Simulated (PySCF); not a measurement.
# Ionisation energy of Br(2+) by level of theory

Br(2+) [Ar] 3d10 4s2 4p3 (4S) → Br(3+) [Ar] 3d10 4s2 4p2 (3P), as a difference of total energies. Computed with PySCF 2.14 in x2c-TZVPPall with one added diffuse shell each of s, p, d type (7s6p5d1f, 57 functions), with the spin-free X2C one-electron Hamiltonian (Gaussian nucleus). Correlated levels: valence: [Ar] 3d10 frozen; valence and next inner shell: [Ne] frozen. The calculations carry no spin-orbit coupling.

```tsv
method	ionisation energy (eV)	plus first-order spin-orbit estimate	error of that sum (eV)
UHF	34.646	34.223	-0.648
LDA	35.313	34.889	+0.018
PBE	35.127	34.703	-0.168
PBE0	35.237	34.813	-0.058
r2SCAN	35.456	35.032	+0.161
wB97X-V	34.955	34.531	-0.340
HSE06	35.200	34.776	-0.095
BHandHLYP	35.076	34.652	-0.219
TPSSh	35.241	34.818	-0.053
MP2 (valence)	35.169	34.745	-0.126
SCS-MP2 (valence)	35.014	34.590	-0.281
MP2 (valence and next inner shell)	35.247	34.823	-0.048
SCS-MP2 (valence and next inner shell)	35.064	34.640	-0.231
```

Reference: 34.871 ± 0.019 eV (measured; NIST Atomic Spectra Database, ionization energies).

A first-order spin-orbit estimate (lowest level to lowest level, LS coupling) adds -0.424 eV.

Errors of the correlated levels include the incompleteness of this basis and the frozen core.
